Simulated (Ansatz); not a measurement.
Program: Ansatz. Geometries: PBE0-D4/def2-TZVP. ΔE: electronic, gas phase. CCSD(T)/CBS adds triple-zeta CCSD(T) − MP2 to the extrapolated MP2 energy (def2 sets, frozen cores). Double bonds are as drawn, so ΔE can hold a change between cis and trans. DFT in def2-TZVPP. B3LYP here is the variant with VWN-RPA as its local correlation; programs differ in this. Each species was taken in one conformer, which may not be the lowest.

Reaction (formal exchange of groups at a B–Al bond): `[BH2][AlH][BH]O` + `C/C=C/CF` → `B/C=C/CF` + `[CH3][AlH][BH]O`

Task: Is it downhill or uphill in electronic energy at CCSD(T)/CBS, and by how much? (Best estimate.)

Result: The calculation gave: Downhill: ΔE = -0.87 eV.

Task: What do these levels give: PBE0-D4, B3LYP-D4, PBE, CCSD/def2-TZVPP, MP2/def2-QZVPP, HF/CBS(def2)? (Best estimate.)

Result: Computed: PBE0-D4 -0.82, B3LYP-D4 -0.88, PBE -0.81, CCSD/def2-TZVPP -0.83, MP2/def2-QZVPP -0.98, HF/CBS(def2) -0.82 eV.

Largest T1 diagnostic among the species: 0.014.

In def2-TZVPP, CCSD(T) changes the Hartree–Fock value by −0.04 eV (the triples alone add −0.03 eV) and MP2 by −0.15 eV.
